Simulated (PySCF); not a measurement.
CH₄Al, SMILES [CH3][AlH], multiplicity 2.

Geometry optimised at ωB97X-D3(BJ)/def2-TZVP. The multiplicity is an assumed one; other spin states were not compared. The isomer is the one that the SMILES or the coordinates give; other isomers of the formula were not compared.

Calculation: PySCF with TDA-LC-ωPBE/def2-TZVPD.

Vertical excitations. The molecule is in vacuum.

Computed lowest excited states:
```csv
state,energy (eV),λ (nm),f,main pairs
root 1,2.04,609,0.028,α HOMO→LUMO 96 %
root 2,4.77,260,0.079,"α HOMO→LUMO+2 37 %, α HOMO→LUMO+1 33 %, α HOMO→LUMO+5 8 %, α HOMO→LUMO+11 6 %, β HOMO→LUMO 8 %"
root 3,4.91,252,0.053,β HOMO→LUMO 79 %
root 4,5.09,244,0.000,"α HOMO−1→LUMO 58 %, β HOMO→LUMO+1 32 %"
root 5,5.25,236,0.123,"α HOMO→LUMO+1 46 %, α HOMO→LUMO+2 40 %"
root 6,5.57,222,0.069,α HOMO→LUMO+3 74 %
root 7,5.61,221,0.003,"α HOMO−1→LUMO 33 %, β HOMO→LUMO+1 61 %"
root 8,6.20,200,0.052,α HOMO→LUMO+4 88 %
root 9,6.65,186,0.064,"α HOMO→LUMO+6 55 %, α HOMO→LUMO+8 16 %, α HOMO→LUMO+10 13 %"
root 10,6.95,178,0.021,"α HOMO→LUMO+7 67 %, α HOMO→LUMO+9 22 %"
```
Unrestricted roots are not spin-pure.
